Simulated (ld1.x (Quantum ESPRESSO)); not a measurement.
# An all-electron radial function and its pseudo partner (zinc)

Columns: radius, all-electron u(r) and pseudo u(r) of the 3p shell (level -92.94 eV) of zinc in the configuration [Ne] 3s2 3p6 3d10 4s1 4p0; PBEsol, scalar-relativistic, PAW scheme, ld1.x (Quantum ESPRESSO) 7.5.

```csv
r (bohr),all-electron,pseudo
0.095,0.6381,-0.0247
0.190,0.4183,-0.0953
0.285,-0.2589,-0.2020
0.380,-0.8326,-0.3299
0.475,-1.1589,-0.4619
0.570,-1.2717,-0.5807
0.665,-1.2448,-0.6720
0.760,-1.1422,-0.7261
0.855,-1.0067,-0.7392
0.950,-0.8642,-0.7136
1.045,-0.7284,-0.6565
1.140,-0.6061,-0.5788
1.235,-0.4994,-0.4924
1.330,-0.4085,-0.4077
1.425,-0.3323,-0.3324
1.520,-0.2692,-0.2692
1.615,-0.2172,-0.2172
1.710,-0.1747,-0.1747
1.805,-0.1403,-0.1403
1.900,-0.1124,-0.1124
1.995,-0.0899,-0.0899
2.090,-0.0717,-0.0717
2.185,-0.0572,-0.0572
2.280,-0.0455,-0.0455
2.375,-0.0362,-0.0362
2.470,-0.0288,-0.0288
```

Question: How many radial nodes do the two functions have?

Answer: The all-electron 3p function has n − l − 1 = 1; the pseudo-wave has 0, since the states of the same l below it are removed with the core.

Question: At about which radius was the pseudo-wave matched?

Answer: 1.50 bohr, where the columns begin to agree (steps of 0.10 bohr).

Question: Where does each function peak?

Answer: Outermost all-electron maximum near 0.57 bohr, pseudo maximum near 0.85 bohr (to the table’s step).

Question: Is the pseudo-wave norm-conserving?

Answer: No, it belongs to a PAW set: the norm inside the radius is not constrained, and the difference is carried by the augmentation charge.
